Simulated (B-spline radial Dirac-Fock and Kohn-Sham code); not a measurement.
## Two-hole binding energies of Nd²⁶⁺

System: Nd²⁶⁺, [Ar] 3d10 4s2 4p4.

The run's input, task.json:

```json
{"items": [{
  "Z": 60,
  "q": 26,
  "cfg": [[1, 0, 2], [2, 0, 2], [2, 1, 6], [3, 0, 2], [3, 1, 6], [3, 2, 10], [4, 0, 2], [4, 1, 4]],
  "A": 142,
  "rrms": 4.9123,
  "do": ["binding", "quiet", "double"]
}]}
```

Run with: `python xray_run.py task.json out`

Model: Dirac-Fock ΔSCF + Breit + QED. Program: a B-spline atomic structure program. U is the two-hole binding energy less the two single-hole energies, the effective repulsion of the holes after relaxation. Each two-hole energy is an average over J within one jj subconfiguration.

| holes | E(a) (eV) | E(b) (eV) | E(ab) (eV) | U (eV) |
| --- | --- | --- | --- | --- |
| 1s⁻² | 44452.9 | 44452.9 | 89970.5 | 1064.6 |
| 1s⁻¹ 2p1/2⁻¹ | 44452.9 | 7599.7 | 52387.5 | 334.8 |
| 1s⁻¹ 3p1/2⁻¹ | 44452.9 | 2237.9 | 46815.0 | 124.2 |
| 1s⁻¹ 3d3/2⁻¹ | 44452.9 | 1836.6 | 46402.2 | 112.6 |
| 2s⁻² | 8006.8 | 8006.8 | 16217.4 | 203.8 |
| 2p1/2⁻² | 7599.7 | 7599.7 | ? | ? |
| 2s⁻¹ 3d3/2⁻¹ | 8006.8 | 1836.6 | 9953.8 | 110.4 |
| 2s⁻¹ 3d5/2⁻¹ | 8006.8 | 1813.8 | 9929.4 | 108.8 |
| 2p1/2⁻¹ 3d3/2⁻¹ | 7599.7 | 1836.6 | 9545.3 | 109.0 |
| 2p1/2⁻¹ 3d5/2⁻¹ | 7599.7 | 1813.8 | 9524.8 | 111.2 |
| 3p1/2⁻² | 2237.9 | 2237.9 | 4563.0 | 87.2 |
| 3d3/2⁻² | 1836.6 | 1836.6 | 3763.3 | 90.1 |
| 3d3/2⁻¹ 3d5/2⁻¹ | 1836.6 | 1813.8 | 3741.0 | 90.6 |
| 3d5/2⁻² | 1813.8 | 1813.8 | 3717.0 | 89.4 |

Question: Give the missing two-hole energy and U.

Answer: E(ab) = 15447.5 eV and U = 248.1 eV.

Values without a named source are computed, but for edge energies of neutral atoms, which are taken from tables.
